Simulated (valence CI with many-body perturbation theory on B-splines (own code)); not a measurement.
As XX: one-electron terms

Calculated by configuration interaction combined with many-body perturbation theory (CI+MBPT): four valence electrons over a frozen Dirac-Fock core [Ne], a basis of 11 s, 11 p, 9 d, 7 f, 5 g, 2 h, 1 i functions for each j, with the one-electron correlation potential Σ1, the two-electron term Σ2, the three-electron term Σ3, Breit, model QED; selected CI, second order for the rest (own B-spline code, finite nucleus).

No measured levels were compared; by estimate levels of excited configurations hold to 0.05 to 0.15 % of their energy, terms of the ground configuration to about 0.5 %.

These are the spectroscopic orbitals of the CI (the correlating ones are not listed), shaped by the core and the other valence electrons. h is the expectation value of the core's Dirac-Fock operator, without the valence repulsion; Σ1 is computed up to l = 3 at one energy for each symmetry, that of its lowest orbital but kept below the first core excitation, so for empty shells it is not the orbital's own correlation shift; Breit and QED include the response of the core.

```
Orbital  h (hartree)  Σ1 (cm⁻¹)  Breit (cm⁻¹)  QED (cm⁻¹)  ⟨r⟩ (bohr)
  3s1/2       -35.11      -5598          2323        1593      0.5111
  4s1/2      -18.751      -1754           860         603      0.9737
  5s1/2       -11.64       -771           399         282       1.594
  6s1/2      -7.9282       -413           219         156       2.361
  3p1/2      -33.271      -6721          3744        -110      0.4980
  4p1/2      -17.989      -2094          1396       -39.9      0.9793
  5p1/2      -11.263       -943           668       -18.9       1.613
  6p1/2      -7.7137       -511           373       -10.5       2.394
  3p3/2      -32.952      -6508          2328        29.4      0.5036
  4p3/2      -17.862      -2047           854        12.1      0.9869
  5p3/2        -11.2       -925           415         6.0       1.622
  6p3/2      -7.6781       -502           231         3.4       2.405
  3d3/2      -30.488      -7619          1468       -71.4      0.4519
  4d3/2      -16.923      -2054           526       -25.0      0.9609
  5d3/2      -10.743       -906           252       -12.0       1.616
  3d5/2      -30.428      -7454           622       -34.4      0.4533
  4d5/2      -16.897      -2007           222       -10.7      0.9627
  5d5/2       -10.73       -885           107        -4.9       1.618
  4f5/2      -16.426      -1350          28.5        -5.1      0.8652
  5f5/2      -10.492       -683          20.2        -2.9       1.534
  4f7/2      -16.416      -1339           2.0         0.4      0.8660
  5f7/2      -10.487       -677           1.5        -0.2       1.535
  5g7/2      -10.422                      0.4        -0.9       1.366
  5g9/2      -10.419                     -0.1         0.6       1.367
```

Among the shells of the start configuration 3s2 3p2, Σ1 is largest in size for 3p1/2, where it is 0.092 % of h.

Lowest root of each symmetry, sizes in configuration state functions:

| J | Parity | Roots | Reference | Variational | Second order | Change by selected CI (cm⁻¹) | Change by second order (cm⁻¹) |
| --- | --- | --- | --- | --- | --- | --- | --- |
| 0 | even | 8 | 39 | 18064 | 70142 | -7277 | -2 |
| 1 | even | 13 | 70 | 39990 | 273472 | -6853 | -6 |
| 2 | even | 16 | 99 | 39990 | 361616 | -7406 | -27 |
| 3 | even | 11 | 71 | 39714 | 414866 | -5913 | -37 |
| 4 | even | 7 | 51 | 39184 | 308535 | -5840 | -25 |
| 5 | even | 2 | 19 | 23862 | 299249 | -6100 | -13 |
| 0 | odd | 3 | 28 | 15390 | 52002 | -8054 | -3 |
| 1 | odd | 8 | 72 | 37293 | 244510 | -7252 | -5 |
| 2 | odd | 9 | 83 | 39993 | 311227 | -3772 | -8 |
| 3 | odd | 5 | 67 | 39997 | 352446 | -7005 | -20 |
| 4 | odd | 2 | 41 | 34020 | 256800 | -10575 | -14 |
